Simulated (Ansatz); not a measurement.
Cost and result for the atomization energy of CH5ClFNSi2 (`F/C(=N\[SiH3])[SiH2]Cl`) (11 atoms, 10 bonds).

Z-matrix (Å, degrees):
```
Si
N 1 1.744
H 1 1.482 2 106.4
H 1 1.482 2 106.4 3 117.2
H 1 1.485 2 114.5 3 -121.4
C 2 1.238 1 132.7 3 122.0
F 6 1.357 2 123.3 1 0.1
Si 6 1.897 2 119.6 1 -179.0
Cl 8 2.044 6 111.2 2 -173.6
H 8 1.478 6 107.7 2 66.8
H 8 1.477 6 107.5 2 -53.7
```

Charge 0, multiplicity 1. Geometry: relaxed with PBE0-D4/def2-TZVP. It is one conformer, not always the lowest. Program: Ansatz. All runs use 4 threads of an Intel Xeon 6975P-C on a shared host. Times are those of one run each, without the atoms' runs, and a repeat can differ threefold. Electronic energies, without spin–orbit coupling; frozen cores. CCSD(T)/CBS adds CCSD(T) − MP2 in def2-TZVPP to the MP2 limit, and its time is that of the two runs behind it. T1 = 0.013. B3LYP takes the VWN-RPA correlation (the form of Gaussian; ORCA's B3LYP/G). HSE06 is the plane-wave form, built on full-range PBE exchange.

CCSD(T)/CBS is a level of theory with its own doubt, some kJ/mol a heavy atom from the limit and from the frozen cores, so smaller differences don't rank the functionals.

```csv
level,functions,wall time
LDA (SPW92)/def2-TZVPP,289,1 s
revPBE-D4/def2-TZVPP,289,1.4 s
PBE0-D4/def2-TZVPP,289,2.5 s
BHLYP-D4/def2-TZVPP,289,2.5 s
HSE06-D4/def2-TZVPP,289,2.6 s
r2SCAN-D4/def2-TZVPP (with forces),289,2.8 s
B3LYP-D4/def2-TZVPP (with forces),289,3.8 s
CCSD(T)/def2-SVP,121,3.9 s
ωB97X-V/def2-TZVPP,289,5.5 s
ωB97M-V/def2-TZVPP (with forces),289,7.5 s
MP2/def2-QZVPP,531,16 s
CCSD(T)/def2-TZVPP,289,77 s
CCSD(T)/CBS(def2),–,93 s
```

Q: What atomization energy does each give, and how far from CCSD(T)/CBS? (An estimate is asked.)

A: Ansatz gave: 
```tsv
level	atomization (kJ/mol)	difference from CCSD(T)/CBS	per bond
LDA (SPW92)/def2-TZVPP	4341.8	563.5	56.4
revPBE-D4/def2-TZVPP	3757.3	-21.0	-2.1
PBE0-D4/def2-TZVPP	3766.8	-11.5	-1.1
BHLYP-D4/def2-TZVPP	3660.1	-118.2	-11.8
HSE06-D4/def2-TZVPP	3769.8	-8.5	-0.8
r2SCAN-D4/def2-TZVPP (with forces)	3789.2	10.9	1.1
B3LYP-D4/def2-TZVPP (with forces)	3780.0	1.7	0.2
CCSD(T)/def2-SVP	3498.8	-279.5	-27.9
ωB97X-V/def2-TZVPP	3814.2	35.9	3.6
ωB97M-V/def2-TZVPP (with forces)	3800.0	21.7	2.2
MP2/def2-QZVPP	3805.3	27.0	2.7
CCSD(T)/def2-TZVPP	3657.7	-120.6	-12.1
CCSD(T)/CBS(def2)	3778.3	0.0	0.0
```

From PBE to PBE0 (25 % exact exchange), in def2-TZVPP and without D4, the atomization energy moves by −80.3 kJ/mol: exact exchange takes away binding that semilocal exchange gives to molecules. In def2-TZVPP, CCSD(T) changes the Hartree–Fock value by +977.8 kJ/mol (the triples alone add +68.4 kJ/mol) and MP2 by +1053.3 kJ/mol; breaking electron pairs costs correlation energy, which Hartree–Fock lacks. The D4 term adds +45.0 kJ/mol with B3LYP and +23.8 kJ/mol with PBE0; it sums over pairs of atoms, weighted by their polarisabilities, and B3LYP, whose exchange is more repulsive, gets the larger term.
